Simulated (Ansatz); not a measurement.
Basis sets compared for TeO2F2. Charge 0, multiplicity 1. Geometry B3LYP-D4/def2-SVP. Ansatz on 4 threads of Arm Neoverse V2 on a shared host; times are rough, and most runs start from earlier orbitals.

Cartesian coordinates in Å:
```
Te 0.051 -0.148 -0.166
O 1.019 -1.575 0.368
O -0.583 0.305 -1.795
F 0.922 1.402 0.535
F -1.408 0.017 1.058
```

In the def2 sets Te takes a core potential; there is no spin–orbit coupling.

Binding counts from free atoms (Te triplet, O triplet, F doublet) in the same basis, without a counterpoise term.

```tsv
level	functions	energy (Eh)	HOMO (eV)	LUMO (eV)	binding per atom (eV)	wall time
PBE-D4/def2-SVP	82	-617.4136	-8.24	-5.42	2.95	0.6 s
PBE-D4/def2-TZVP	174	-617.9130	-8.63	-5.83	3.17	1.2 s
r2SCAN-D4/def2-TZVP	174	-618.1894	-9.05	-5.72	2.88	2.6 s
PBE0-D4/def2-SVP	82	-617.3847	-10.10	-4.57	2.45	0.85 s
PBE0-D4/def2-TZVP	174	-617.8844	-10.38	-4.87	2.72	1.9 s
```

(1) Estimate the rows for PBE-D4/def2-TZVPD, r2SCAN-D4/def2-TZVPD, PBE0-D4/def2-TZVPD.

Results:

(1) 
| level | functions | energy (Eh) | HOMO (eV) | LUMO (eV) | binding per atom (eV) | wall time |
| --- | --- | --- | --- | --- | --- | --- |
| PBE-D4/def2-TZVPD | 219 | -617.9167 | -8.69 | -5.92 | 3.16 | 2.2 s |
| r2SCAN-D4/def2-TZVPD | 219 | -618.1928 | -9.08 | -5.77 | 2.88 | 3.9 s |
| PBE0-D4/def2-TZVPD | 219 | -617.8879 | -10.41 | -4.95 | 2.72 | 2.9 s |
